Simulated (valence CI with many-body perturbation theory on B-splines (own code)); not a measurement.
Values are calculated unless marked as measured or tabulated.
## Tc22+ in three bases

Level of theory: valence CI with perturbative core correlation (CI+MBPT): three valence electrons over a frozen Dirac-Fock core [Ar], a basis of 7 s, 7 p, 8 d, 6 f, 4 g, 1 h functions for each j, with the one-electron correlation potential Σ1 (screened to all orders), the two-electron term Σ2, the three-electron term Σ3, Breit, model QED; selected single and double excitations, second order for the rest, scaled by the run's own slope (own B-spline code, finite nucleus).

No measured levels were compared; by estimate terms of the open shell hold to 2 to 4 % of their energy, and close levels can change places. Only levels of the ground parity were solved; by the run's estimate the other parity begins above the list, which can be wrong where configurations are misplaced.

The reference run has the lowest level 3d3 4F_3/2 and an ionisation energy of 1033.28 eV. Its largest variational space holds 4840 state functions.

Names give the largest LS component (configuration and term), which can be under half, so a name can repeat, a term be missing and a line seem to break the LS rules; names also repeat where a configuration has a term twice. Letters in brackets count levels of one name in rising energy.

Changed runs:
A. basis 6 s, 6 p, 5 d, 5 f, 1 g
B. basis 5 s, 5 p, 4 d, 4 f

Excitation energies of the reference run in cm⁻¹, and shifts in cm⁻¹:

```csv
Level,Reference,A,B
3d3 4F_5/2,19962,-54,-84
3d3 4F_7/2,37627,-36,-45
3d3 4F_9/2,51246,+40,+101
3d3 4P_3/2,62411,+281,+557
3d3 4P_1/2,70217,+207,+444
3d3 2G_7/2,88320,+311,+621
3d3 2H_9/2,92199,+275,+626
3d3 4P_5/2,96666,+142,+309
3d3 2D_3/2 [a],108825,+314,+564
3d3 2P_1/2,116297,+438,+885
3d3 2H_11/2,125908,+377,+886
3d3 2D_5/2 [a],134206,+428,+741
Ionisation energy (eV),1033.28,-0.049,-0.06
```
